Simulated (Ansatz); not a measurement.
`F[SiH2]C1C[SiH2]1` → `CC1(F)[SiH2][SiH2]1`  (isomerisation)

Isolated molecules relaxed with PBE0-D4/def2-TZVP in Ansatz; ΔE leaves out vibrations. CBS: MP2 limit from def2 TZ/QZ plus the TZ coupled-cluster correction, frozen cores. DFT in def2-TZVPP. B3LYP here is the variant with VWN-RPA as its local correlation; programs differ in this. Each species was taken in one conformer, which may not be the lowest.

```csv
level,ΔE (kcal/mol),difference from CCSD(T)/CBS
PBE-D4,53.6,-9.7
r2SCAN-D4,59.4,-3.9
PBE0-D4,57.4,-5.9
B3LYP-D4,59.5,-3.8
ωB97X-V,60.3,-3.0
ωB97M-V,62.2,-1.1
B2PLYP,62.7,-0.6
PBE,53.8,-9.5
r2SCAN,59.4,-3.9
PBE0,57.6,-5.7
B3LYP,59.8,-3.5
HF/def2-TZVPP,67.1,3.8
MP2/def2-TZVPP,67.6,4.3
SCS-MP2/def2-TZVPP,66.6,3.3
CCSD/def2-TZVPP,63.8,0.5
CCSD(T)/def2-TZVPP,62.7,-0.6
HF/def2-QZVPP,67.9,4.6
MP2/def2-QZVPP,68.3,5.0
SCS-MP2/def2-QZVPP,67.3,4.0
HF/CBS(def2),68.0,4.7
MP2/CBS(def2),68.2,4.9
CCSD/CBS(def2),64.4,1.1
CCSD(T)/CBS,63.3,0
```

Largest T1 diagnostic among the species: 0.013.

From PBE to PBE0 (25 % exact exchange), in def2-TZVPP and without D4, ΔE moves by +3.7 kcal/mol.
